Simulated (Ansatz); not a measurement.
A nudged elastic band was laid between two geometries of C2H9NOSi2 (15 atoms, charge 0, multiplicity 1).

Computed with RKS BHLYP-D4/STO-3G in Ansatz.

```
movable images  : 5
climbing image  : yes
spring          : 5.0 eV/Å²
optimiser       : quadratic models (default)
start path      : IDPP
force threshold : 0.5 eV/Å
iteration limit : 60
end points      : relaxed
```

First end point:

```xyz
15
Properties=species:S:1:pos:R:3
C 0.181 -0.536 1.649
C 0.698 -0.635 0.201
N 2.132 -1.031 0.192
O -0.184 -1.371 -0.725
Si -0.029 0.291 -1.182
Si -1.795 1.650 -0.962
H 0.319 -1.487 2.171
H -0.882 -0.289 1.668
H 0.731 0.233 2.194
H 2.191 -1.948 0.696
H 2.370 -1.280 -0.796
H 0.806 0.481 -2.333
H -2.484 1.381 0.263
H -2.709 1.474 -2.051
H -1.365 3.016 -0.956
```

Last end point:

```xyz
15
Properties=species:S:1:pos:R:3
C 0.190 -0.489 1.706
C 0.654 -0.742 0.254
N 2.019 -1.351 0.263
O -0.288 -1.486 -0.582
Si -0.085 0.131 -1.173
Si -1.821 1.539 -1.053
H 0.274 -1.409 2.290
H -0.849 -0.155 1.729
H 0.810 0.276 2.179
H 2.292 -1.512 -0.734
H 2.679 -0.609 0.592
H 0.718 0.177 -2.362
H -2.456 1.442 0.226
H -2.789 1.251 -2.069
H -1.370 2.886 -1.236
```

**Question.** What changes between the two ends?

**Answer.** No bond is made or broken. The dihedral Si5–C2–N3–H11 goes from -37 to 90°.

**Question.** Give the energies along the band, and the barrier.

**Answer.** The run converged. The highest image is number 4 of 0 to 6, 17.8 kJ/mol above the first end and 4.9 kJ/mol above the last; the last end lies 12.9 kJ/mol above the first. The threshold of 0.5 eV/Å is loose, so the images may lie well off the minimum-energy path. The order of the stationary point at the top wasn't checked. Limits of this set-up: minimal basis.

| image | path coordinate (Å) | energy (kJ/mol) | dihedral Si5–C2–N3–H11 (°) |
| --- | --- | --- | --- |
| 0 | 0.00 | 0.0 | -37 |
| 1 | 0.45 | 3.4 | -17 |
| 2 | 0.91 | 11.0 | 5 |
| 3 | 1.36 | 17.2 | 27 |
| 4 | 1.81 | 17.8 | 49 |
| 5 | 2.27 | 14.8 | 70 |
| 6 | 2.72 | 12.9 | 90 |

**Question.** What is the geometry of the highest image?

**Answer.** 
```xyz
15
Properties=species:S:1:pos:R:3:forces:R:3
C 0.191 -0.357 1.732 0.09 -0.23 0.04
C 0.686 -0.695 0.305 -0.19 0.27 -0.15
N 2.074 -1.242 0.335 0.29 -0.05 0.23
O -0.233 -1.510 -0.499 -0.14 -0.05 0.12
Si -0.088 0.082 -1.156 0.13 0.15 -0.06
Si -1.813 1.509 -1.056 -0.08 -0.16 -0.08
H 0.294 -1.241 2.365 -0.04 0.02 0.08
H -0.855 -0.043 1.737 0.04 -0.02 -0.07
H 0.796 0.442 2.168 0.02 0.00 -0.05
H 2.113 -2.028 -0.349 -0.16 0.00 -0.09
H 2.724 -0.527 -0.059 0.02 0.05 -0.01
H 0.702 0.100 -2.354 0.01 0.01 0.02
H -2.463 1.444 0.218 0.01 -0.02 0.00
H -2.755 1.155 -2.074 -0.06 0.07 0.02
H -1.395 2.860 -1.285 0.08 -0.04 0.00
```

The run took 34 s on 1 thread of Intel(R) Xeon(R) 6975P-C (Granite Rapids), with other jobs on the host, peak memory 0.17 GiB.
